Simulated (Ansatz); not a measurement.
Basis-set extrapolation for C₂H₇AlOSi (PBE0-D4/def2-TZVP geometry, frozen core, the Gaussian-basis code of Ansatz). Multiplicity 1, RHF reference.

```tsv
	def2-TZVPP	def2-QZVPP
HF	-685.586036	-685.609259
MP2 correlation	-0.765567	-0.819983
CCSD(T) correlation	-0.852310	not run
```

Energies in hartree. Use E(X) = E(∞) + A·exp(−7.88·√X) for Hartree–Fock and E(X) = E(∞) + B·X^(−2.97) for correlation, with X = 3 and 4, and add CCSD(T) minus MP2 of the smaller set to the MP2 limit.

Question: What is the CCSD(T) energy at the basis-set limit?

Answer: HF limit: -685.609259 + (-0.023223) × 0.13774 = -685.61246. MP2 limit: -0.819983 + (-0.054416) × 0.74074 = -0.86029. Higher-order term: -0.852310 − (-0.765567) = -0.08674. Total: -686.55949 hartree, 3.30 eV below CCSD(T)/def2-TZVPP.
